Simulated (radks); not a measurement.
The numbers below are computed, except where a source is named.
All-electron atom: the chlorine ion Cl2+ in [Ne] 3s2 3p3.

Code: a radial shooting solver on a logarithmic mesh with Libxc functionals. Model: Dirac Kohn-Sham, LDA (Slater exchange, Perdew-Wang correlation), spin-unpolarised, spherical densities, point nucleus; open shells fill j = l - 1/2 first.

Energy parts (eV):
part                      energy
total                 -12481.136
kinetic                12538.620
electron-nucleus      -29421.536
Hartree                 5107.354
exchange-correlation    -705.573

Orbitals (lengths in bohr, moments of r in powers of bohr; <r^-3> diverges for s and p1/2):
1s1/2: occ. 2; eigenvalue (eV) -2770.231; <r> 0.09121
2s1/2: occ. 2; eigenvalue (eV) -279.4721; <r> 0.4454
2p1/2: occ. 2; eigenvalue (eV) -220.6034; <r> 0.4054
2p3/2: occ. 4; eigenvalue (eV) -218.9050; <r^-3> 101.5; <r> 0.4078
3s1/2: occ. 2; eigenvalue (eV) -44.8445; <r> 1.442
3p1/2: occ. 2; eigenvalue (eV) -31.8522; <r> 1.597
3p3/2: occ. 1; eigenvalue (eV) -31.6857; <r^-3> 10.01; <r> 1.603

The highest occupied level is 3p3/2 at -31.686 eV. The density falls to 0.001 e/bohr^3 at r = 3.29 bohr. Summed over all electrons, <r^2> = 15.48 bohr^2, which gives a Langevin (diamagnetic) susceptibility term of -12.3 x 10^-6 cm^3/mol.
